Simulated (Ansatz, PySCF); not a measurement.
Spin states of H3O3Re (SMILES [OH][Re]([OH])[OH]), each relaxed with B3LYP-D3(BJ)/def2-TZVP.
State 1 (charge 0, multiplicity 3):
```xyz
7

Re     0.0538    -0.0717    -0.1034
O     -1.2182    -1.4123    -0.3695
H     -2.0539    -1.2924     0.1075
O      0.1682     1.3738    -1.2798
H     -0.3341     2.1615    -1.0197
O      1.2264    -0.1818     1.3460
H      2.0557    -0.6527     1.1696
```
State 2 (charge 0, multiplicity 1):
```xyz
7

Re    -0.074     0.117    -0.112
O     -1.109    -1.410    -0.305
H     -1.733    -1.565     0.427
O      0.144     1.741    -0.898
H     -0.186     2.280    -1.621
O      1.056    -0.339     1.320
H      1.801    -0.899     1.039
```

Singlets are restricted, other states unrestricted; no spin–orbit coupling, no relativity up to Kr; see below for the cores. The largest T1 diagnostic is 0.028.

Codes used: Ansatz (a program for electronic structure) with Gaussian orbitals; PySCF for the dispersion terms. Values without a source in brackets are computed. In def2 rows elements past Kr take small-core potentials, without spin–orbit coupling.

**Question.** One of these levels gives 17.27 kcal/mol for the energy of the multiplicity-1 state less that of the multiplicity-3 state. Name it.
(A) BLYP-D3(BJ)/def2-TZVPP
(B) r2SCAN-D4/def2-TZVPP
(C) PBE-D4/def2-TZVPP

**Answer.** A, BLYP-D3(BJ)/def2-TZVPP. The others give 19.36 (PBE-D4/def2-TZVPP), 25.08 (r2SCAN-D4/def2-TZVPP)
